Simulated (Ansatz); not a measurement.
Diatomic BeSi-, multiplicity 4 (lowest of 2S+1 = 2, 4 at CCSD(T)/def2-TZVPP on PBE0 minima; our sources give no spin for the ground state, which may be another).

The constants come from a fifth-degree fit in 1/R (seven points, main isotopes). Runs in def2 and cc sets follow the lowest solution found near the PBE0 minimum.

Correlated levels freeze the inner cores; with def2 sets outer-core shells near the valence are correlated too.

The values were computed with Ansatz (Gaussian orbitals). Values without a source in brackets are computed.

Energies at CCSD/def2-TZVPP:

| R (Å) | E (hartree) |
|---|---|
| 2.008939 | -303.65519475 |
| 2.062943 | -303.65799392 |
| 2.112626 | -303.65951012 |
| 2.168790 | -303.66026411 |
| 2.224954 | -303.66023984 |
| 2.289758 | -303.65951087 |
| 2.365364 | -303.65801289 |

Problem. With a reduced mass of 6.8164 u, find the minimum, the force constant and the constants.

Solution. A fifth-degree polynomial in 1/R puts the minimum at r_e = 2.1941 Å with force constant 93.4 N/m. Then ω_e = (1/2πc)√(k/μ) = 482 cm⁻¹ and B_e = h/(8π²cμr_e²) = 0.5137 cm⁻¹; the cubic and quartic terms give α_e = 0.0098 and ω_e x_e = 8.5 cm⁻¹.

Ansatz is an electronic-structure program.
